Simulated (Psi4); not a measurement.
HgI (SMILES [I][Hg+]), charge +1, singlet, at a GFN2-xTB geometry (such geometries of metal compounds can be far from the true shape) (core potentials on Hg, I). Base run: PBE/def2-SV(P) (Psi4).

The Psi4 input:
```
memory 2 GB

molecule mol {
1 1
  Hg   -0.000000   -0.000000   -1.014273
  I     0.000000    0.000000    1.530978
}

set basis def2-sv(p)
set reference rks

energy('pbe')
print_variables()
```

The base run was repeated with changes; each row names its change, and settings that it needs were set with it.

| change | ΔE vs base (eV) | point group used | SCF cycles |
|---|---|---|---|
| base | 0.00 | c2v | 9 |
| molecule keys = no_reorient | 0.00 | c2v | 9 |
| jitter_ang = 0.002 | 0.00 | c2v | 9 |
| symmetry = cs | 0.00 | cs | 9 |
| molecule keys = symmetry c1 | 0.00 | c1 | 9 |
| molecule keys = symmetry c1, no_reorient, no_com | 0.00 | c1 | 9 |
| symmetry = c2 | 0.00 | c2 | 9 |
